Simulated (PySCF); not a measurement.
1-(chloromethyl)-1-fluorocyclopropane (C4H6ClF), SMILES C1C(C1)(CCl)F.

The structure is a stationary point at PBE-D3(BJ)/def2-SVP. The values are those of a single conformer.

Two levels are set side by side: PBE/def2-TZVP (PySCF) and ωB97X/def2-TZVP (PySCF). Same geometry, gas phase. Differences are taken from unrounded values.

```
quantity                       PBE
---------------------------  -----
orbital gap (eV)              6.33
highest occupied level (eV)  -6.85
lowest empty level (eV)      -0.52
dipole moment (D)             2.67
mean polarisability (bohr³)   61.0
```

These are the PBE values. What does ωB97X give? (An estimate is asked for; the answer gives what the named calculation found.)


| quantity | ωB97X | PBE minus ωB97X |
|---|---|---|
| orbital gap (eV) | 13.48 | -7.15 |
| highest occupied level (eV) | -10.67 | 3.82 |
| lowest empty level (eV) | 2.81 | -3.33 |
| dipole moment (D) | 2.84 | -0.17 |
| mean polarisability (bohr³) | 58.3 | 2.7 |

Without exact exchange PBE keeps part of each electron's self-repulsion, which lifts occupied levels and narrows the gap. Loosely held outer electrons make PBE densities more polarisable. Differences between two approximate levels are no errors against the true value.

Rough cost on one machine, each run with all the roots and properties that it gave: ωB97X against PBE within a factor of 2.
